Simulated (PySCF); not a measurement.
C2H4ClNSi, SMILES N#CC[SiH2]Cl. Atoms are numbered in the order given.

```xyz
9

N      2.7614    -0.4573    -0.3150
C      1.8993     0.3133    -0.2357
C      0.7844     1.2433    -0.1550
Si    -0.8925     0.4372    -0.5539
Cl    -1.2840    -1.0192     0.8640
H      0.7332     1.6799     0.8565
H      0.9414     2.0761    -0.8631
H     -1.9347     1.4927    -0.4766
H     -0.8490    -0.1816    -1.9007
```
Charge 0, spin multiplicity 1.

Geometry: B3LYP-D3(BJ)/def2-SVP. The structure was generated by enumeration, and PubChem lists no compound with its InChIKey, so it may never have been made. The values are those of a single conformer.

The numbers are results of TDDFT-PBE/def2-SVPD (PySCF), not measurements.

Vertical excitations. Gas-phase values at a fixed geometry.

**Question.** Give excitation energies, oscillator strengths and character. (The exact figures need the calculation; the answer reports its results.)

**Answer.** 
```csv
state,energy (eV),λ (nm),f,main pairs
S1,6.48,191,0.002,HOMO→LUMO 99 %
S2,6.85,181,0.008,HOMO−1→LUMO 97 %
S3,6.97,178,0.001,HOMO−2→LUMO 93 %
S4,7.00,177,0.007,"HOMO→LUMO+2 54 %, HOMO→LUMO+1 41 %"
S5,7.15,173,0.022,"HOMO→LUMO+1 32 %, HOMO→LUMO+2 30 %, HOMO→LUMO+3 15 %"
S6,7.20,172,0.004,"HOMO−3→LUMO 65 %, HOMO−4→LUMO 22 %"
S7,7.22,172,0.008,"HOMO−1→LUMO+1 78 %, HOMO−4→LUMO 17 %"
S8,7.27,170,0.005,"HOMO−4→LUMO 39 %, HOMO−1→LUMO+2 27 %, HOMO→LUMO+3 19 %, HOMO−3→LUMO 9 %"
S9,7.30,170,0.006,"HOMO−1→LUMO+2 67 %, HOMO−3→LUMO 13 %, HOMO−4→LUMO 11 %"
S10,7.36,168,0.050,"HOMO→LUMO+3 44 %, HOMO−2→LUMO+1 9 %, HOMO−4→LUMO 9 %, HOMO−3→LUMO+1 8 %"
T1,6.14,202,0,"HOMO→LUMO+1 47 %, HOMO−2→LUMO+3 11 %, HOMO→LUMO+2 10 %"
T2,6.30,197,0,HOMO→LUMO 93 %
T3,6.49,191,0,HOMO−1→LUMO 98 %
T4,6.61,188,0,"HOMO→LUMO+2 41 %, HOMO−2→LUMO+1 20 %, HOMO→LUMO+3 19 %"
```
Triplets are in the Tamm–Dancoff approximation, which puts them higher than full response would, so one can lie above its singlet here.
